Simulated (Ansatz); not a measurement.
Two structures of BSiNH₆F₂, closed shell, reached by relaxing down either side of one saddle point (PBE0-D4/def2-TZVP). Energies are electronic, without zero-point energy. Ansatz 0.2.0; basis: def2-TZVPP and def2-QZVPP; cores frozen in the correlated methods. Extrapolation: Hartree–Fock as exp(−7.88 √X), correlation as X^−2.97. First:

B1  (0.027, 0.602, -1.505)
N2  (1.335, 1.055, -1.649)
F3  (-0.310, -0.645, -1.824)
F4  (-0.934, 1.402, -1.051)
H5  (0.379, -0.326, 1.190)
Si6  (-0.765, -0.975, 1.882)
H7  (2.074, 0.466, -1.986)
H8  (1.609, 1.991, -1.410)
H9  (-1.053, -0.235, 3.137)
H10  (-1.959, -0.958, 1.004)
H11  (-0.401, -2.377, 2.211)
(Å)

Second:

B1  (-0.436, 0.244, -0.633)
N2  (1.189, 0.643, -0.650)
F3  (-0.572, -0.489, -1.797)
F4  (-1.045, 1.483, -0.712)
H5  (1.435, 1.231, 0.141)
Si6  (-0.857, -0.807, 1.093)
H7  (1.774, -0.187, -0.640)
H8  (1.372, 1.159, -1.509)
H9  (-0.535, -0.015, 2.322)
H10  (-2.288, -1.206, 1.186)
H11  (-0.039, -2.057, 1.198)
(Å)

(1) Which bonds change from the first to the second?

(2) Give the saddle point's structure and its height above each. (An estimate is asked for; the value comes from the calculation.)

The T1 diagnostic stays at or below 0.013. The start structure is not quite a true minimum (one mode of 32i cm⁻¹).

## Answers

(1) BNH₂F₂ ([NH2][B]([F])[F]) + SiH₄ → BSiH₃F₂ ([F][B]([F])[SiH3]) + NH₃ (still joined by a long B–N bond); bonds formed: B1–Si6, N2–H5; bonds broken: H5–Si6; bonds weakened to dative contacts: B1–N2.

(2) Computed: 58.25 kcal/mol above the first and 41.82 kcal/mol above the second (CCSD(T) at an estimated basis limit (MP2 extrapolated from triple and quadruple zeta, plus CCSD(T) − MP2 in triple zeta)).
```
11
angstrom
B -0.2689 0.2662 -0.8772
N 1.2118 0.6996 -0.8359
F -0.5091 -0.7779 -1.6966
F -1.1376 1.2980 -0.8778
H 0.7251 0.1291 0.2402
Si -0.6493 -0.6946 1.2552
H 1.8669 0.1722 -1.3959
H 1.4058 1.6907 -0.8027
H -0.6034 0.1823 2.4604
H -2.0733 -0.9867 0.9436
H 0.0321 -1.9787 1.5866
```

Labels in which every atom is bracketed show which atoms are joined, not bond orders.

For scale, one of the runs: CCSD(T)/def2-TZVPP, 250 basis functions, launched by `ansatz run in.yaml --threads 8 --pin off --events-out ev --progress --plain --max-ram 19148MiB`. The run took 2.1 min on 8 CPU threads of an AMD EPYC 7R43 (shared host), with 5.6 GiB of host memory at its peak.
